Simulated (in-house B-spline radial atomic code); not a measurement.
**RPA and G0W0 on LDA VWN5: neutral manganese**

Configuration [Ar] 3d5 4s2, highest spin, mean-field start LDA VWN5. Computed with a B-spline radial code for spherical atoms: all electrons, scalar-relativistic (spin-free one-electron X2C), finite nucleus, each spin shell either full or empty, empty states to l = 9 with an (l + 1/2)⁻⁴ tail; G0W0 by contour deformation at full frequency.

Command:
```bash
python run_gw.py task.json out
```
Settings (radii: box in bohr, nucleus in fm):
```
Z                        25
electrons                25
configuration            [Ar] 3d5 4s2
hamiltonian              x2c
method                   lda,vwn
lmax                     9
rms_radius               3.7057
spin_polarised           True
box_radius               40
intervals                73
ion_configuration        [Ar] 3d5 4s1
```

Run time, properties included: 10 s on 1 thread of Arm Neoverse N1, on a shared host.

Energies (hartree):

```
                                     term        value
                         mean-field total  -1156.15502
Hartree-Fock functional on these orbitals  -1157.36431
                      direct second order      -2.0802
                    second-order exchange      0.68847
                         SOSEX correction      0.59635
```

(1) What is the RPA correlation energy, and what remains with SOSEX?

Quasi-particle levels (eV):

```tsv
level	occupied	mean field	Σx - vxc	Σc	QP weight	G0W0
4s down	yes	-4.640	-1.51	?	?	?
```

G0W0 = mean field + (Σx - vxc) + Σc, with Σc (partial-wave tail included) taken at the quasi-particle energy. Only the outer levels were computed. Levels of low weight are left out.

(2) Where does G0W0 put 4s down?

(3) What does it cost to remove one electron (to [Ar] 3d5 4s1) by differences of total energies, each species on its own start (correlation terms add to the Hartree-Fock functional)?

Answers

(1) RPA gives -1.7092 hartree (-1.86 eV per electron); RPA + SOSEX gives -1.1129, and the second-order doubles -1.3917 hartree (no singles). SOSEX takes back 35 % of the RPA value.

(2) At -7.454 eV, with Σc = -1.30 eV and a quasi-particle weight of 0.804. The tabulated removal energy is 7.434 eV (NIST, measured); the calculation leaves out spin-orbit coupling, Breit and QED terms, and what these don't explain is the method's own error.

(3) LDA VWN5 7.569 eV, Hartree-Fock functional 5.827 eV, + RPA 7.838 eV, + RPA + SOSEX 7.353 eV, + second order 8.585 eV. Tabulated: 7.434 eV (NIST, measured); the calculation leaves out spin-orbit coupling, Breit and QED terms, and what these don't explain is the method's own error.
